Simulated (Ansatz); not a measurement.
**Redistribution: C2H3F3 + C2H3FI2 → 2 C2H3F2I**

Species: C2H3F3 `FCC(F)F`, singlet; C2H3FI2 `FC(I)CI`, singlet; C2H3F2I `FCC(F)I`, singlet. The partners trade F for I; both sit on C, so the bond types are kept.

Shapes, held fixed at every level: PBE0-D4/def2-TZVP. Flexible molecules stand in one conformer, not always the lowest. Programs: Ansatz 0.2.0. The zero-point and thermal change to 298 K, harmonic and unscaled (PBE0-D4/def2-TZVP), is 0.0 kJ/mol.

```csv
level,kind,ΔH(298 K) (kJ/mol),less CCSD(T)/def2-TZVPP,CPU time (sum over the molecules)
HF/def2-TZVPP,Hartree–Fock,+49.9,+5.0,–
PBE-D4/def2-TZVPP,GGA,+37.1,-7.8,21 s
B3LYP-D4/def2-TZVPP,global hybrid,+40.4,-4.5,39 s
PBE0-D4/def2-TZVPP,global hybrid,+42.3,-2.6,26 s
wB97M-V/def2-TZVPP,range-separated hybrid,+41.4,-3.5,92 s
wB97X-V/def2-TZVPP,range-separated hybrid,+40.7,-4.2,65 s
MP2/def2-TZVPP,perturbation theory,+47.7,+2.8,–
CCSD(T)/def2-TZVPP,coupled cluster or CI,+44.9,0.0,35 min
```

The highest level, CCSD(T)/def2-TZVPP, gives ΔH(298 K) = +44.9 kJ/mol; the levels span +37.1 to +49.9. The column of differences is taken from that level and isn't an error. No measured value is set beside it here. For atoms past krypton def2 sets carry core potentials with scalar relativity. Outer-core shells of I are correlated, in sets that cover them unevenly. Times are processor times on shared x86 and Arm servers, and rough.
